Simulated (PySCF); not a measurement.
C7H9NOSi.
Numbering: `[SiH3:1][O:2]/[CH:3]=[CH:4]/[c:5]1[cH:6][cH:7][n:8][cH:9][cH:10]1`

Geometry (GFN2-xTB, Å), atoms numbered from 1 in this order:
```xyz
19
C7H9NOSi angstrom
Si     4.163    0.073   -0.204
O      2.658   -0.546   -0.091
C      1.435   -0.006   -0.161
C      0.339   -0.738    0.053
C     -1.032   -0.271   -0.017
C     -1.397    1.054   -0.278
C     -2.740    1.383   -0.325
N     -3.721    0.515   -0.137
C     -3.384   -0.740    0.112
C     -2.075   -1.180    0.183
H      4.915   -1.169   -0.253
H      4.447    0.905    0.965
H      4.292    0.891   -1.412
H      1.394    1.047   -0.413
H      0.471   -1.784    0.298
H     -0.651    1.814   -0.440
H     -3.052    2.401   -0.523
H     -4.210   -1.423    0.262
H     -1.859   -2.218    0.389
```

Probes without a nucleus sit at each ring's centroid and 1 Å off its mean plane on both sides; NICS is minus the shielding there, NICSzz its component along the normal. Level: GIAO PBE0/pcSseg-1 (PySCF, non-relativistic, gas phase) on the GFN2-xTB geometry, one conformer.

Ring bond lengths (Å), with Mayer bond orders in brackets: C5–C6 1.398 (1.36), C6–C7 1.383 (1.43), C7–N8 1.323 (1.47), N8–C9 1.323 (1.48), C9–C10 1.383 (1.41), C10–C5 1.399 (1.34).

Question: What do the NICS probes read (ppm)?

Answer: 
```json
{"ring": "C5–C6–C7–N8–C9–C10", "type": "6-membered ring with N; formal bonds all aromatic", "NICS(0)": "-6.3", "NICS(1), two faces": "-10.2 / -10.3", "NICS(1)zz, two faces": "-25.2 / -25.3", "rms pucker (Å)": "0.00", "centre to ring atoms, mean (Å)": "1.37"}
```

Question: What can be read from them?

Answer: 
- C5–C6–C7–N8–C9–C10: mean NICS(1)zz -25.2 ppm, shielded. For a flat ring without four-coordinate atoms the NICS criterion counts such a value as aromatic.

Question: And the bond-length index? HOMA = 1 − mean of α(R − Ropt)² over the ring bonds, with Krygowski's 1993 parameters (CC: Ropt 1.388 Å, α 257.7 Å⁻²; CN: Ropt 1.334 Å, α 93.52 Å⁻²).

Answer: 
- C5–C6–C7–N8–C9–C10: HOMA 0.98; the largest term is that of C10–C5, α(R − Ropt)² = 0.03. The geometric and the magnetic index point the same way.

Question: What are the shieldings of the ring atoms and their hydrogens in the same run (means over atoms taken as equivalent)?

Answer: 
```tsv
atoms	environment	σ isotropic (ppm)	principal values of the symmetric part, first atom (ppm)
C5	substituted aromatic carbon	38.9	-60.2, -4.5, 181.3
C6 (×2)	aromatic CH carbon	64.0	-38.1, 66.7, 176.3
C7 (×2)	aromatic CH next to a ring nitrogen	30.7	-79.0, 28.3, 145.4
N8	pyridine-type nitrogen	-86.2	-399.9, -164.6, 306.1
H16 (×2)	aromatic hydrogen	24.56	20.5, 23.2, 29.2
H17 (×2)	aromatic hydrogen	22.91	19.0, 22.5, 27.3
```
